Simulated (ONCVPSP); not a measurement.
# Which change was made? (Co, ONCV)

ONCVPSP 4.0.1 input, shortened (lines: element, Z, core and valence counts, functional; n l f; lmax; l rc ep ncon nbas qcut; lloc lpopt rc5 dvloc0; l nproj debl; icmod fcfact rcfact), PBEsol, scalar-relativistic:

```
  Co 27.00    3    5  -116133      upf
    1    0    2.00
    2    0    2.00
    2    1    6.00
    3    0    2.00
    3    1    6.00
    3    2    7.00
    4    0    1.50
    4    1    0.50
    2
    0    1.55    0.00    4    8    7.40
    1    1.25    0.00    3    7    8.90
    2    0.95    0.00    4    8   13.10
    4    5    0.60    0.00
    0    2    3.70
    1    3    0.50
    2    2    0.60
    3    5.00    1.70
```

Cutoffs, loose and tight: the cutoffs (Ha) at which the residual kinetic energy of the hardest occupied pseudo-wave falls to 1 and 0.1 mHa per electron. They do not see the model core or the augmentation charge, which bear on the density cutoff. Test errors are all-electron minus pseudo excitation energies from the reference, over the configurations 3s2 3p6 3d7 4s2 4p0; 3s2 3p6 3d7 4s1 4p0; 3s2 3p6 3d7 4s0 4p0; 3s1 3p6 3d7 4s2 4p0; variants that change the core or the reference have their own tests.

The base gives: outcome: generated; cutoff, loose: 82 Ha; cutoff, tight: 226 Ha; bound ghosts: none; GHOST(+) flags above zero: s; largest test error (meV): -288.

(1) After one change the result is: outcome: generated, projector energies reset by the program; cutoff, loose: 36 Ha; cutoff, tight: 44 Ha; bound ghosts: none; GHOST(+) flags above zero: none; largest test error (meV): +109. Which change was it?
A. d: rc 1.24
B. core [Ne] 3s2, valence charge 15; reference 3p6 3d7; waves now s scattering state at 0.27 Ha: rc 1.65 bohr, ncon 4, nbas 8, qcut 4.5 1/bohr, 2 projectors, debl 1.9 Ha; 3p: rc 1.05 bohr, ncon 4, nbas 7, qcut 13.2 1/bohr, 2 projectors, debl 2.3 Ha; 3d: rc 1.70 bohr, ncon 5, nbas 10, qcut 8.8 1/bohr, 2 projectors, debl 3.1 Ha; local potential polynomial inside 0.85 bohr (lpopt 5, dvloc0 0 Ha)
C. s: qcut 8.7; p: qcut 10.5; d: qcut 15.4

## Answers

(1) B. The others give: d: rc 1.24 → outcome: generated; cutoff, loose: 65 Ha; cutoff, tight: 73 Ha; bound ghosts: none; GHOST(+) flags above zero: s; largest test error (meV): -370 | s: qcut 8.7; p: qcut 10.5; d: qcut 15.4 → outcome: generated; cutoff, loose: 96 Ha; cutoff, tight: 108 Ha; bound ghosts: none; GHOST(+) flags above zero: s; largest test error (meV): -245.
